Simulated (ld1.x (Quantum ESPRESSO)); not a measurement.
lead (Pb), TM: configuration errors across variants

```json
{
 "Element": "lead (Pb)",
 "Generator": "ld1.x (Quantum ESPRESSO) 7.5",
 "Type": "norm-conserving Troullier–Martins (Kleinman–Bylander form)",
 "Functional": "PBEsol",
 "Relativity": "scalar-relativistic",
 "Frozen core": "[Xe] 4f14 5d10",
 "Valence charge": "4",
 "Reference configuration": "6s2 6p2",
 "Partial waves": "6p (bound): rc 2.60 bohr; 6d channel at 0.5 Ry: rc 2.55 bohr; 6s (bound): rc 1.85 bohr",
 "Local potential": "the s channel",
 "Core correction": "a·sin(br)/r model core, default radius (core density twice the valence density)"
}
```

All-electron excitation energies from the reference (eV): (1) 6s2 6p1 6.598; (2) 6s2 6p0 20.045; (3) 6s1 6p0 52.524; (4) 6s2 6p2.3 -0.804; (5) 6s1 6p3 8.771; (6) 6s2 6p1.5 2.503; (7) 6s0 6p4 17.906.

A true bound ghost makes a file unfit for plane-wave use even where its test errors are small: the radial tests pick states by their node count and pass the ghost by.

Errors AE − PS in meV (a dash: test not solved or not reliable):

| change | (1) | (2) | (3) | (4) | (5) | (6) | (7) | bound ghosts |
| --- | --- | --- | --- | --- | --- | --- | --- | --- |
| base | -18 | -128 | -647 | +0.1 | -39 | -3.5 | -150 | d |
| wave 6s (bound): rc 1.85 bohr becomes 6s (bound): rc 1.18 bohr | -149 | – | – | +19 | -131 | -55 | -226 | p, d, s (extra level of the local part) |
| wave 6s (bound): rc 1.85 bohr becomes 6s (bound): rc 1.56 bohr | -18 | -124 | -633 | 0.0 | -44 | -3.5 | -182 | d |
| wave 6s (bound): rc 1.85 bohr becomes 6s (bound): rc 1.76 bohr | -18 | -128 | -646 | +0.1 | -40 | -3.5 | -155 | d |
| wave 6s (bound): rc 1.85 bohr becomes 6s (bound): rc 1.96 bohr | -18 | -129 | -647 | +0.1 | -39 | -3.5 | -148 | d |
| wave 6s (bound): rc 1.85 bohr becomes 6s (bound): rc 2.10 bohr | -18 | -128 | -647 | 0.0 | -39 | -3.5 | -149 | d |
| wave 6s (bound): rc 1.85 bohr becomes 6s (bound): rc 2.24 bohr | -18 | -127 | -647 | 0.0 | -41 | -3.5 | -158 | d |
| wave 6s (bound): rc 1.85 bohr becomes 6s (bound): rc 2.40 bohr | -18 | -126 | -647 | +0.1 | -43 | -3.4 | -171 | d |
| wave 6s (bound): rc 1.85 bohr becomes 6s (bound): rc 2.56 bohr | -17 | -122 | -647 | +0.1 | -50 | -3.3 | -203 | d |
| wave 6s (bound): rc 1.85 bohr becomes 6s (bound): rc 2.78 bohr | -16 | -115 | -649 | +0.1 | -61 | -3.1 | -255 | d |

(1) Give the same row for: wave 6s (bound): rc 1.85 bohr becomes 6s (bound): rc 1.42 bohr.

Answers

(1) -17, -115, -550, 0.0, -44, -3.4, -222; bound ghosts: d, s (extra level of the local part).
